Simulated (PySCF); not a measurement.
## Where the electron goes

Compound: C₃H₇Al.
Atom-mapped SMILES: `[AlH2:1][CH:2]1[CH2:3][CH2:4]1` (hydrogens: H5, H6 on Al1; H7 on C2; H8, H9 on C3; H10, H11 on C4)

Structure used (PBE0-D3(BJ)/def2-SVP), in Å, numbered top down from 1:
```xyz
11
C3H7Al angstrom
Al     1.868    0.002    0.278
C     -0.024   -0.320    0.529
C     -0.922   -0.542   -0.683
C     -1.041    0.723    0.083
H      2.302    0.827   -1.017
H      2.967   -0.526    1.303
H     -0.339   -0.886    1.414
H     -1.720   -1.283   -0.585
H     -0.479   -0.504   -1.684
H     -1.923    0.864    0.715
H     -0.682    1.648   -0.381
```

Method used: TDDFT CAM-B3LYP/def2-SVPD, vertical, gas phase, core orbitals frozen in the response (PySCF 2.14.0, density-fitted response routines).

Frontier orbitals with the atoms that hold most of them (Löwdin shares over 4%, at most four atoms; ? is withheld):

```
orbital  ε (eV)                           atoms
 LUMO+2    1.69  Al1 40%, C2 10%, H5 10%, C4 8%
 LUMO+1    1.07                  Al1 73%, H6 4%
   LUMO   -0.35  Al1 62%, H6 10%, H5 10%, C2 8%
   HOMO       ?                               ?
 HOMO-1   -9.68                               ?
 HOMO-2   -9.83          C2 41%, C3 21%, C4 21%
 HOMO-3  -10.54   C4 23%, C3 22%, C2 20%, H7 9%
```

Problem. Which atoms hold the HOMO-1, and with what shares?

Solution. Al1 (bonded to C and 2 H) 36%; H5 (bonded to Al) 33%; H6 (bonded to Al) 19%; C2 (bonded to Al, 2 C and H) 7%. By element: hydrogen 52% or more, aluminium 36%, carbon 7% or more.

Problem. Give the leading atoms of the HOMO.

Solution. C2 (bonded to Al, 2 C and H) 31%; Al1 (bonded to C and 2 H) 19%; C3 (bonded to 2 C and 2 H) 16%; C4 (bonded to 2 C and 2 H) 15%. By element: carbon 62%, aluminium 19%.

Problem. What is the HOMO energy, and the HOMO–LUMO gap?

Solution. ε(HOMO) = -9.01 eV; the gap is 8.67 eV (0.3185 hartree).

Problem. The HOMO–LUMO gap is 8.67 eV. Where does the response calculation put the lowest singlet, and from which orbitals?

Solution. S1 is at 5.18 eV (f = 0.0029), 3.49 eV below the gap, made of HOMO→LUMO (96%). 

Problem. Give energy, strength and leading configuration of S1, S2, S3 and S5, and follow the Löwdin shares of the leading atoms from the occupied to the empty orbital.

Solution. 
- S1 (5.18 eV, f 0.0029), HOMO→LUMO (96%): C2 31% → 8%, Al1 19% → 62%, H6 at most 16% → 10%
- S2 (5.60 eV, f 0.0000), HOMO-1→LUMO (97%): Al1 36% → 62%, H5 33% → 10%, H6 19% → 10%
- S3 (6.51 eV, f 0.077), HOMO-2→LUMO (97%): C2 41% → 8%, C3 21% → at most 9%, Al1 at most 4% → 62%, H6 at most 4% → 10%
- S5 (7.36 eV, f 0.026), HOMO→LUMO+1 (74%): C2 31% → at most 4%, Al1 19% → 73%, H6 at most 16% → 4%

Löwdin shares depend on the basis, the more so with diffuse functions.

One conformer stands for the species.
